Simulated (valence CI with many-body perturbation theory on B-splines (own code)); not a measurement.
## Ba³⁵⁺: M1 decay

Calculated by valence CI with perturbative core correlation (CI+MBPT): three valence electrons over a frozen Dirac-Fock core [Ar], a basis of 9 s, 9 p, 10 d, 8 f, 5 g, 3 h, 1 i functions for each j, with the one-electron correlation potential Σ1, the two-electron term Σ2, the three-electron term Σ3, Breit, model QED; selected CI, second order for the rest (own B-spline code, finite nucleus).

The last digits are not significant, and no measured levels were compared; by estimate large intervals hold to a few tenths of a per cent, small ones and those within an open d or f shell to about a per cent. Only levels of the ground parity were solved; by the run's estimate the other parity begins above the list, which can be wrong where configurations are misplaced.

Lines 1 to 50 of 66 in falling wavelength, among levels below 77.968 eV, chosen from the decays that carry over 1 % of a level's rate. Wavelengths and rates use the calculated energies. Weak lines are less certain than strong ones. Lines between different terms over intervals too small for the method are left out, as are lines whose strength nearly cancels. The highest levels of a list are the least certain. Branching is blank where the lifetime is uncertain.

Levels are named by their leading jj configuration (3d3/2^4 stands for four electrons in 3d with j = 3/2), which in mixed levels can hold well under half, so a name can repeat and another be missing. Letters in brackets count levels of one name in rising energy.

```tsv
λ vac (Å)	Upper	Lower	Type	A (s⁻¹)	Branch %
8303	(3d3/2^2 3d5/2) J=9/2	(3d3/2^2 3d5/2) J=7/2	M1	1.86e+01	100.0
4008	(3d3/2^2 3d5/2) J=1/2	(3d3/2^2 3d5/2) J=3/2	M1	3.70e+02	2.6
2273	(3d3/2^2 3d5/2) J=3/2	(3d3/2^2 3d5/2) J=5/2 [a]	M1	8.07e+02	2.0
2091	(3d3/2^2 3d5/2) J=7/2	(3d3/2^2 3d5/2) J=5/2 [a]	M1	2.43e+03	100.0
1744	(3d3/2 3d5/2^2) J=11/2	(3d3/2 3d5/2^2) J=9/2	M1	1.09e+03	4.2
1512	(3d3/2 3d5/2^2) J=5/2 [b]	(3d3/2 3d5/2^2) J=3/2 [a]	M1	1.38e+03	2.8
1075	(3d3/2 3d5/2^2) J=5/2 [a]	(3d3/2 3d5/2^2) J=7/2 [a]	M1	2.07e+03	3.6
1022	(3d3/2 3d5/2^2) J=3/2 [b]	(3d5/2^3) J=3/2	M1	2.76e+03	2.0
1004	(3d3/2 3d5/2^2) J=5/2 [a]	(3d3/2^2 3d5/2) J=5/2 [b]	M1	9.84e+02	1.7
965.7	(3d5/2^3) J=9/2	(3d3/2 3d5/2^2) J=11/2	M1	3.30e+03	2.5
897.7	(3d3/2^2 3d5/2) J=5/2 [a]	(3d3/2^3) J=3/2	M1	4.12e+04	100.0
874.0	(3d3/2^2 3d5/2) J=5/2 [b]	(3d3/2^2 3d5/2) J=7/2	M1	1.47e+03	7.2
845.8	(3d3/2^2 3d5/2) J=5/2 [b]	(3d3/2^2 3d5/2) J=3/2	M1	1.22e+04	59.6
839.5	(3d3/2 3d5/2^2) J=5/2 [b]	(3d3/2^2 3d5/2) J=5/2 [b]	M1	2.12e+04	42.5
826.8	(3d3/2 3d5/2^2) J=7/2 [a]	(3d3/2^2 3d5/2) J=7/2	M1	1.88e+04	19.4
795.0	(3d3/2 3d5/2^2) J=9/2	(3d3/2^2 3d5/2) J=9/2	M1	3.31e+04	
770.6	(3d5/2^3) J=3/2	(3d3/2 3d5/2^2) J=1/2	M1	1.47e+04	12.2
769.2	(3d3/2 3d5/2^2) J=7/2 [b]	(3d3/2 3d5/2^2) J=7/2 [a]	M1	4.16e+03	10.3
748.1	(3d5/2^3) J=5/2	(3d5/2^3) J=3/2	M1	4.43e+03	1.9
732.4	(3d3/2 3d5/2^2) J=7/2 [b]	(3d3/2^2 3d5/2) J=5/2 [b]	M1	2.00e+03	5.0
725.6	(3d3/2 3d5/2^2) J=9/2	(3d3/2^2 3d5/2) J=7/2	M1	2.26e+04	
692.6	(3d5/2^3) J=3/2	(3d3/2 3d5/2^2) J=3/2 [a]	M1	2.49e+04	20.6
683.6	(3d3/2 3d5/2^2) J=3/2 [a]	(3d3/2^2 3d5/2) J=1/2	M1	1.38e+04	9.4
643.6	(3d3/2^2 3d5/2) J=3/2	(3d3/2^3) J=3/2	M1	3.99e+04	98.0
621.5	(3d5/2^3) J=9/2	(3d3/2 3d5/2^2) J=9/2	M1	5.49e+04	41.6
621.5	(3d3/2 3d5/2^2) J=1/2	(3d3/2^2 3d5/2) J=1/2	M1	7.82e+04	94.4
616.4	(3d3/2^2 3d5/2) J=5/2 [b]	(3d3/2^2 3d5/2) J=5/2 [a]	M1	2.58e+03	12.6
592.5	(3d3/2 3d5/2^2) J=7/2 [a]	(3d3/2^2 3d5/2) J=5/2 [a]	M1	7.81e+04	80.5
584.0	(3d3/2 3d5/2^2) J=3/2 [a]	(3d3/2^2 3d5/2) J=3/2	M1	8.12e+04	55.5
562.5	(3d5/2^3) J=9/2	(3d3/2 3d5/2^2) J=7/2 [a]	M1	7.10e+04	53.8
554.5	(3d3/2^2 3d5/2) J=1/2	(3d3/2^3) J=3/2	M1	1.40e+04	97.3
546.1	(3d3/2 3d5/2^2) J=11/2	(3d3/2^2 3d5/2) J=9/2	M1	2.47e+04	95.8
538.1	(3d3/2 3d5/2^2) J=1/2	(3d3/2^2 3d5/2) J=3/2	M1	3.28e+03	4.0
514.1	(3d5/2^3) J=5/2	(3d3/2 3d5/2^2) J=7/2 [b]	M1	2.45e+04	10.6
511.1	(3d3/2 3d5/2^2) J=3/2 [b]	(3d3/2 3d5/2^2) J=5/2 [a]	M1	6.11e+04	44.8
506.6	(3d5/2^3) J=3/2	(3d3/2^2 3d5/2) J=5/2 [b]	M1	4.79e+04	39.7
471.8	(3d5/2^3) J=5/2	(3d3/2 3d5/2^2) J=5/2 [b]	M1	6.73e+04	29.1
467.3	(3d3/2 3d5/2^2) J=5/2 [a]	(3d3/2^2 3d5/2) J=7/2	M1	1.59e+04	27.6
464.6	(3d3/2 3d5/2^2) J=3/2 [a]	(3d3/2^2 3d5/2) J=5/2 [a]	M1	4.59e+04	31.4
459.1	(3d3/2 3d5/2^2) J=5/2 [a]	(3d3/2^2 3d5/2) J=3/2	M1	2.82e+04	48.9
439.3	(3d3/2 3d5/2^2) J=3/2 [b]	(3d3/2 3d5/2^2) J=1/2	M1	1.97e+04	14.4
432.0	(3d5/2^3) J=5/2	(3d3/2 3d5/2^2) J=5/2 [a]	M1	1.23e+04	5.3
428.2	(3d3/2 3d5/2^2) J=5/2 [b]	(3d3/2^2 3d5/2) J=7/2	M1	1.76e+04	35.2
421.3	(3d3/2 3d5/2^2) J=5/2 [b]	(3d3/2^2 3d5/2) J=3/2	M1	5.88e+03	11.8
418.6	(3d3/2 3d5/2^2) J=7/2 [b]	(3d3/2^2 3d5/2) J=9/2	M1	1.70e+04	42.3
412.8	(3d3/2 3d5/2^2) J=3/2 [b]	(3d3/2 3d5/2^2) J=3/2 [a]	M1	3.47e+04	25.4
398.5	(3d3/2 3d5/2^2) J=7/2 [b]	(3d3/2^2 3d5/2) J=7/2	M1	1.14e+04	28.4
382.0	(3d3/2 3d5/2^2) J=5/2 [a]	(3d3/2^2 3d5/2) J=5/2 [a]	M1	7.55e+03	13.1
365.5	(3d3/2^2 3d5/2) J=5/2 [b]	(3d3/2^3) J=3/2	M1	4.22e+03	20.6
359.6	(3d5/2^3) J=5/2	(3d3/2 3d5/2^2) J=3/2 [a]	M1	6.64e+04	28.8
```
